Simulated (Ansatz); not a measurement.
Cost and result for the atomization energy of Al2Cl2F2H2, SMILES `[F][Al@H-]1[Cl+][Al@H-]([F])[Cl+]1` (8 atoms, 8 bonds).

Total charge 0; spin multiplicity 1. The geometry is a stationary point of PBE0-D4/def2-TZVP. Program: Ansatz. All runs use 4 threads of an Arm Neoverse V2 on a shared host. Times are those of one run each, without the atoms' runs, and a repeat can differ threefold. Electronic energies, without spin–orbit coupling; frozen cores. CCSD(T)/CBS adds CCSD(T) − MP2 in def2-TZVPP to the MP2 limit, and its time is that of the two runs behind it. T1 = 0.011. HSE06 is the plane-wave form, built on full-range PBE exchange.

CCSD(T)/CBS is a level of theory with its own doubt, some kJ/mol a heavy atom from the limit and from the frozen cores, so smaller differences don't rank the functionals.

| level | functions | wall time | atomization (kJ/mol) | difference from CCSD(T)/CBS | per bond |
| --- | --- | --- | --- | --- | --- |
| LDA (SPW92)/def2-TZVPP | 258 | 1.3 s | 3117.1 | 294.8 | 36.8 |
| revPBE-D4/def2-TZVPP | 258 | 2.1 s | 2712.6 | -109.7 | -13.7 |
| PBE-D4/def2-TZVPP (with forces) | 258 | 2.6 s | 2785.0 | -37.3 | -4.7 |
| PBE0-D4/def2-TZVPP | 258 | 4 s | 2745.9 | -76.4 | -9.6 |
| BHLYP-D4/def2-TZVPP | 258 | 4 s | 2689.8 | -132.5 | -16.6 |
| HSE06-D4/def2-TZVPP | 258 | 4.3 s | 2746.3 | -76.0 | -9.5 |
| CAM-B3LYP-D4/def2-TZVPP | 258 | 4.4 s | 2778.3 | -44.0 | -5.5 |
| CCSD(T)/def2-SVP | 110 | 4.5 s | 2633.5 | -188.8 | -23.6 |
| ωB97X-V/def2-TZVPP | 258 | 9 s | 2803.1 | -19.2 | -2.4 |
| ωB97M-V/def2-TZVPP (with forces) | 258 | 14 s | 2803.9 | -18.4 | -2.3 |
| MP2/def2-QZVPP | 454 | 18 s | 2896.4 | 74.1 | 9.3 |
| CCSD(T)/def2-TZVPP | 258 | 3 min | 2731.7 | -90.6 | -11.3 |
| CCSD(T)/CBS(def2) | – | 3.3 min | 2822.3 | 0.0 | 0.0 |

The D4 term adds +40.8 kJ/mol with B3LYP and +21.3 kJ/mol with PBE0; it sums over pairs of atoms, weighted by their polarisabilities, and B3LYP, whose exchange is more repulsive, gets the larger term. From PBE to PBE0 (25 % exact exchange), in def2-TZVPP and without D4, the atomization energy moves by −35.6 kJ/mol: exact exchange takes away binding that semilocal exchange gives to molecules. In def2-TZVPP, CCSD(T) changes the Hartree–Fock value by +574.8 kJ/mol (the triples alone add +43.1 kJ/mol) and MP2 by +683.5 kJ/mol; breaking electron pairs costs correlation energy, which Hartree–Fock lacks.

B3LYP here is the variant with VWN-RPA as its local correlation; programs differ in this.
